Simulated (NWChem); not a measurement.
# CHCl, singlet; SMILES [CH]Cl

Results from NWChem. Low-valent species are run as closed-shell singlets; no triplet was tried in these runs. All runs use the structure optimised with B3LYP/6-31G* (spherical d). B3LYP is NWChem's, with the RPA form of VWN correlation. Vertical excitations in the gas phase; the lowest state need not have the same character in each row.

```
level                                      lowest excitation, singlet (eV)  oscillator strength of that lowest state  orbital gap (eV)
-----------------------------------------  -------------------------------  ----------------------------------------  ----------------
PBE/def2-SVP, TDA                                                     1.89                                     0.006              1.11
B3LYP/def2-SVP, TDA                                                   1.98                                     0.007                 ?
LDA (Slater exchange, VWN5)/def2-SVP, TDA                             1.75                                     0.006              0.88
PBE0/def2-SVP, TDA                                                    1.94                                     0.007              3.74
```

**Question.** Some entries are withheld; supply them.

**Answer.** 
- B3LYP/def2-SVP, TDA, orbital gap (eV): 3.30
